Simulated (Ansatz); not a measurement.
Reactions of C₃H₈SeSi, SMILES `C=C[Se][SiH2]C`.

Calculated with Ansatz (gas phase, PBE0-D4/def2-TZVP geometries, no zero-point term in ΔE). CBS: MP2 limit from def2 TZ/QZ plus the TZ coupled-cluster correction, frozen cores. This one scheme is used for every species, atoms too. DFT in def2-TZVPP. Open shells (•) are unrestricted, without spin–orbit coupling. Spin–orbit coupling would lower the free atoms: a little for C, Si; clearly for Se. def2 core potentials past Kr. Bonds to Ge, Se, Sn are less sure, by a few kJ/mol each and by 10 to 20 or more in all where they break to atoms, as the def2 sets lack core-valence functions. Scalar relativity is left out up to krypton. One conformer a species, not always the lowest.

```csv
reaction,CCSD(T)/CBS(def2) (kcal/mol)
`C=C[Se][SiH2]C` + GeH₄ → `C=C[Se][GeH3]` + `C[SiH3]`,2.1
`C=C[Se][SiH2]C` → 3 C• + 8 H• + Se• + Si•,1135.8
`C=C[Se][SiH2]C` + `O[SiH3]` → `C=C[Se][SiH2]O` + `C[SiH3]`,-2.2
`C=C[Se][SiH2]C` + BH₃ → `B[Se][SiH2]C` + `C=C`,-32.8
`C=C[Se][SiH2]C` + CH₃OH → `C=C[Se]CO` + `C[SiH3]`,21.9
`C=C[Se][SiH2]C` + CH₄ → `C[SiH2][Se]C` + `C=C`,?
`C=C[Se][SiH2]C` + `O[SiH2][SiH](Cl)Cl` → `C=C[Se][SiH2]O` + `C[SiH2][SiH](Cl)Cl`,-3.9
`C=C[Se][SiH2]C` + `C[SeH]` → `C[SiH2][Se][Se]C` + `C=C`,?
`C=C[Se][SiH2]C` + `[CH3][SnH]([CH3])[CH3]` → `C=C[Se][Sn]([CH3])([CH3])[CH3]` + `C[SiH3]`,-8.0
`C=C[Se][SiH2]C` + `CC` → `C=C[Se]CC` + `C[SiH3]`,?
```

**Question.** Fill in the missing values. (An estimate is asked.)

**Answer.** Ansatz gave: `C=C[Se][SiH2]C` + CH₄ → `C[SiH2][Se]C` + `C=C`: +3.7 kcal/mol; `C=C[Se][SiH2]C` + `C[SeH]` → `C[SiH2][Se][Se]C` + `C=C`: -15.0 kcal/mol; `C=C[Se][SiH2]C` + `CC` → `C=C[Se]CC` + `C[SiH3]`: +23.1 kcal/mol.

Largest T1 diagnostic: 0.012, for `B[Se][SiH2]C`.
